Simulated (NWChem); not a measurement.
System: CaF cation; SMILES [F][Ca+]

Here is an NWChem input.

```
start job
memory heap 200 mb stack 900 mb global 1100 mb
charge 1
geometry units angstroms noautoz
  Ca     0.000000     0.000000    -0.615813
  F      0.000000     0.000000     1.365099
end
basis spherical
  Ca library def2-svp
  F library def2-svp
end
dft
  xc m06-2x
  iterations 150
  mulliken
end
task dft energy
```

Excerpt of the output:

```
             Northwest Computational Chemistry Package (NWChem) 7.3.0
             --------------------------------------------------------

 ORDER OF PRIMARY AXIS IS BEING SET TO 4
 C4V symmetry detected

                             Geometry "geometry" -> ""
                             -------------------------

 Output coordinates in angstroms (scale by  1.889725989 to convert to a.u.)

  No.       Tag          Charge          X              Y              Z
 ---- ---------------- ---------- -------------- -------------- --------------
    1 Ca                  20.0000     0.00000000     0.00000000    -0.61476579
    2 F                    9.0000     0.00000000     0.00000000     1.36614621

 Effective nuclear repulsion energy (a.u.)      48.0848744517

      Symmetry information
      --------------------

 Group name             C4v
 Group number             18
 Group order               8
 No. of unique centers     2

                                 NWChem DFT Module
                                 -----------------

 Summary of "ao basis" -> "ao basis" (spherical)
 ------------------------------------------------------------------------------
       Tag                 Description            Shells   Functions and Types
 ---------------- ------------------------------  ------  ---------------------
 Ca                         def2-svp                10       24   5s3p2d
 F                          def2-svp                 6       14   3s2p1d

      Symmetry analysis of basis
      --------------------------

        a1         16
        a2          0
        b1          3
        b2          3
        e          16

            General Information
            -------------------
          SCF calculation type: DFT
          Wavefunction type:  closed shell.
          No. of atoms     :     2
          No. of electrons :    28
           Alpha electrons :    14
            Beta electrons :    14
          Charge           :     1
          Spin multiplicity:     1
          Use of symmetry is: on ; symmetry adaption is: on
          Maximum number of iterations: 150
          AO basis - number of functions:    38
                     number of shells:    16
          Convergence on energy requested:  1.00D-06
          Convergence on density requested:  1.00D-05
          Convergence on gradient requested:  5.00D-04

              XC Information
              --------------
                       M06-2X Method XC Functional
                     Hartree-Fock (Exact) Exchange  0.540
                        M06-2X Exchange Functional  1.000
                      M06-2X Correlation Potential  1.000

             Grid Information
             ----------------
          Grid used for XC integration:  medium
          Radial quadrature: Mura-Knowles
          Angular quadrature: Lebedev.
          Tag              B.-S. Rad. Rad. Pts. Rad. Cut. Ang. Pts.
          ---              ---------- --------- --------- ---------
          Ca                  1.80      112          11.0       590
          F                   0.50       49           7.0       434
          Grid pruning is: on
          Number of quadrature shells:   161
          Spatial weights used:  Erf1

      Superposition of Atomic Density Guess
      -------------------------------------

 Sum of atomic energies:        -775.95321532

 Renormalizing density from      29.00 to     28

      Non-variational initial energy
      ------------------------------

 Total energy =    -758.614641
 1-e energy   =   -1120.820231
 2-e energy   =     314.120716
 HOMO         =      -1.108078
 LUMO         =      -0.421714

      Symmetry analysis of molecular orbitals - initial
      -------------------------------------------------

 !! scf_movecs_sym_adapt:    6 vectors were symmetry contaminated

  Symmetry fudging

 !! scf_movecs_sym_adapt:    6 vectors were symmetry contaminated

  Numbering of irreducible representations:

     1 a1          2 a2          3 b1          4 b2          5 e

  Orbital symmetries:

     1 a1          2 a1          3 a1          4 a1          5 e
     6 e           7 a1          8 a1          9 e          10 e
    11 a1         12 a1         13 e          14 e          15 a1
    16 b2         17 b1         18 e          19 e          20 a1
    21 e          22 e          23 a1         24 a1

     ---------------------------------------------
      Total Density - Mulliken Population Analysis
     ---------------------------------------------

    Atom       Charge   Shell Charges
 -----------   ------   -------------------------------------------------------
    1 Ca  20    18.12   2.00  2.00  2.02 -0.01  0.01  6.00  6.07 -0.05  0.06  0.01
    2 F    9     9.88   1.99  1.24  0.75  3.93  1.97  0.00

   convergence    iter        energy       DeltaE   RMS-Dens  Diis-err
 ---------------- ----- ----------------- --------- --------- ---------
 d= 0,ls=0.0,diis     1   -776.8189734463 -8.25D+02  8.36D-02  2.45D+00
 d= 0,ls=0.0,diis     2   -774.7327833557  2.09D+00  7.49D-02  2.23D+01
 d= 0,ls=0.0,diis     3   -777.0539076404 -2.32D+00  3.87D-03  1.52D-02
 d= 0,ls=0.0,diis     4   -777.0572372496 -3.33D-03  9.01D-04  2.31D-03
 d= 0,ls=0.0,diis     5   -777.0569343957  3.03D-04  5.05D-04  2.41D-04
  Resetting Diis
 d= 0,ls=0.0,diis     6   -777.0570047909 -7.04D-05  2.03D-04  9.68D-06
 d= 0,ls=0.0,diis     7   -777.0570103358 -5.54D-06  2.67D-05  5.38D-07
 d= 0,ls=0.0,diis     8   -777.0570104288 -9.30D-08  8.68D-06  1.02D-07

         Total DFT energy =     -777.057010428799
      One electron energy =    -1157.158226561449
           Coulomb energy =      378.452398689612
    Exchange-Corr. energy =      -46.436057008702
 Nuclear repulsion energy =       48.084874451740

 Numeric. integr. density =       28.000000104985

                  Occupations of the irreducible representations
                  ----------------------------------------------

                     irrep           alpha         beta
                     --------     --------     --------
                     a1                8.0          8.0
                     a2                0.0          0.0
                     b1                0.0          0.0
                     b2                0.0          0.0
                     e                 6.0          6.0

                       DFT Final Molecular Orbital Analysis
                       ------------------------------------

 Vector   12  Occ=2.000000D+00  E=-6.000008D-01  Symmetry=a1
              MO Center= -1.4D-15, -1.9D-15,  1.3D+00, r^2= 7.9D-01
   Bfn.  Coefficient  Atom+Function         Bfn.  Coefficient  Atom+Function
  ----- ------------  ---------------      ----- ------------  ---------------
    30      0.629203  2 F  pz                33     -0.458989  2 F  pz
    17      0.182720  1 Ca d  0              11     -0.161967  1 Ca pz
     4      0.152794  1 Ca s                  3     -0.134301  1 Ca s
    26     -0.078421  2 F  s                  5     -0.076411  1 Ca s
     8      0.049226  1 Ca pz                27     -0.042269  2 F  s

 Vector   13  Occ=2.000000D+00  E=-5.878485D-01  Symmetry=e
              MO Center=  5.8D-17,  5.6D-16,  1.3D+00, r^2= 6.7D-01
   Bfn.  Coefficient  Atom+Function         Bfn.  Coefficient  Atom+Function
  ----- ------------  ---------------      ----- ------------  ---------------
    29      0.631954  2 F  py                32     -0.456016  2 F  py
    16     -0.119056  1 Ca d -1              13     -0.085443  1 Ca py
    21     -0.082540  1 Ca d -1              10      0.067648  1 Ca py

 Vector   14  Occ=2.000000D+00  E=-5.878485D-01  Symmetry=e
              MO Center= -3.4D-16,  7.1D-17,  1.3D+00, r^2= 6.7D-01
   Bfn.  Coefficient  Atom+Function         Bfn.  Coefficient  Atom+Function
  ----- ------------  ---------------      ----- ------------  ---------------
    28      0.631954  2 F  px                31     -0.456016  2 F  px
    18      0.119056  1 Ca d  1              12     -0.085443  1 Ca px
    23      0.082540  1 Ca d  1               9      0.067648  1 Ca px

 Vector   15  Occ=0.000000D+00  E=-2.667531D-01  Symmetry=a1
              MO Center= -6.4D-14, -4.8D-15, -1.4D+00, r^2= 4.5D+00
   Bfn.  Coefficient  Atom+Function         Bfn.  Coefficient  Atom+Function
  ----- ------------  ---------------      ----- ------------  ---------------
     4      0.930345  1 Ca s                  3     -0.458358  1 Ca s
    14     -0.391994  1 Ca pz                11      0.163641  1 Ca pz
    17     -0.102808  1 Ca d  0               5      0.099628  1 Ca s
     2      0.084994  1 Ca s                 22     -0.050866  1 Ca d  0
    30     -0.048909  2 F  pz                 8     -0.045981  1 Ca pz

 Vector   16  Occ=0.000000D+00  E=-1.882614D-01  Symmetry=e
              MO Center= -6.9D-14,  3.6D-14, -1.3D+00, r^2= 3.7D+00
   Bfn.  Coefficient  Atom+Function         Bfn.  Coefficient  Atom+Function
  ----- ------------  ---------------      ----- ------------  ---------------
    13      0.664336  1 Ca py                16     -0.393620  1 Ca d -1
    12     -0.383243  1 Ca px                21     -0.349428  1 Ca d -1
    10     -0.252314  1 Ca py                18     -0.227072  1 Ca d  1
    23     -0.201578  1 Ca d  1               9      0.145555  1 Ca px
     7      0.070153  1 Ca py                32      0.049987  2 F  py

[...]
```

Level: M06-2X/def2-SVP. Structure relaxed at the B3LYP/6-31G* (spherical d) level.
